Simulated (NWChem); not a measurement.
# TiH2Br2; SMILES [Br][TiH2][Br]

This build's default masses of Se (78.918 u) and Br (79.917 u) are each other's, which moves their modes by up to 0.6 %.

**Question.** Give the equilibrium geometry at PBE0/def2-SVP (NWChem) as a list of bonds and angles, with the point group.

**Answer.** point group C2v; any orientation.
Bonded distances (Å): Ti1–Br2 2.310, Ti1–Br3 2.310, Ti1–H4 1.668, Ti1–H5 1.668. Angles (°): Br2–Ti1–Br3 121.7, Br2–Ti1–H4 106.8, Br2–Ti1–H5 106.8, Br3–Ti1–H4 106.8, Br3–Ti1–H5 106.8, H4–Ti1–H5 107.2.
